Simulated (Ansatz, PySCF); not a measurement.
This PySCF input computes a SVWN5/def2-TZVPD energy:

```python
from pyscf import gto, scf, dft

mol = gto.M(
    atom='''
    K    -0.00000000   -0.00000000   -1.30365535
    S     0.00000000    0.00000000    1.54809072
    ''',
    basis='def2-tzvpd',
    charge=0,
    spin=1,
    symmetry='C2v',
    verbose=4,
)

mf = dft.UKS(mol, xc='svwn').density_fit(auxbasis='def2-universal-jkfit')
mf.grids.level = 3
mf.conv_tol = 1e-9
mf.max_cycle = 100
mf.max_memory = 1500
mf.kernel()
if not mf.converged:
    mf = mf.newton()
    mf.kernel(mf.make_rdm1())
mf.analyze()
```

Question: Write an input for the same energy in Ansatz (a quantum-chemistry and plane-wave program) and say what it gives.

Answer: 
Ansatz 0.2 input:
```yaml
crystal:
  periodic: [false, false, false]
  atoms:
    - {symbol: K, position_ang: [-0.00000000, -0.00000000, -1.30365535]}
    - {symbol: S, position_ang: [0.00000000, 0.00000000, 1.54809072]}
basis:
  gaussian:
    orbitals: def2-TZVPD
hamiltonian:
  xc: {name: SVWN5}
magnetization: {spin_polarized: true, initial_magnetization: 1}
output: {forces: true}
```
It gives -995.01674 Eh, and PySCF -995.01678 Eh, a difference of 0.04 mEh, from the treatment of integrals and grids.
